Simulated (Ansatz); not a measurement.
BH9Si3, SMILES `B[SiH]([SiH3])[SiH3]`, relaxed with RKS PBE0-D4/def2-TZVP in Ansatz from a PBE-D4/def2-SVP geometry. The force threshold is 0.005 eV/Å; the program also tests the step.

The species carries charge 0 and has multiplicity 1.

Start:

```xyz
13

B    -0.631    0.685    1.972
Si   -0.562    0.603   -0.018
Si    1.636    0.963   -0.796
Si   -0.946   -1.667   -0.573
H     0.189    0.043    2.602
H    -1.469    1.318    2.587
H    -1.538    1.463   -0.780
H     2.557   -0.006   -0.104
H     2.105    2.365   -0.510
H     1.706    0.727   -2.282
H    -2.292   -2.141   -0.095
H    -0.877   -1.839   -2.068
H     0.123   -2.514    0.065
```

```csv
step,energy (eV),largest force (eV/Å),largest move (Å)
1,-24444.5656,0.426,0.000
2,-24444.5984,0.122,0.027
3,-24444.6001,0.057,0.025
4,-24444.6010,0.050,0.043
5,-24444.6015,0.004,0.026
6,-24444.6016,0.015,0.030
7 (rejected),-24444.6014,0.042,0.024
8,-24444.6016,0.011,0.012
9,-24444.6016,0.009,0.013
10,-24444.6017,0.011,0.018
11,-24444.6017,0.007,0.022
12,-24444.6017,0.008,0.006
13,-24444.6017,0.007,0.003
14,-24444.6017,0.008,0.006
15,-24444.6017,0.003,0.001
```

End:

```xyz
13

B    -0.599    0.705    1.958
Si   -0.565    0.543   -0.024
Si    1.616    0.972   -0.770
Si   -0.954   -1.699   -0.591
H     0.150    0.030    2.601
H    -1.332    1.445    2.543
H    -1.523    1.416   -0.762
H     2.551    0.019   -0.113
H     2.044    2.359   -0.445
H     1.698    0.786   -2.244
H    -2.293   -2.156   -0.131
H    -0.877   -1.872   -2.067
H     0.085   -2.550    0.047
```

Run time 42 s (4 threads of an Arm Neoverse V2 on a shared host); peak host memory 0.55 GiB.
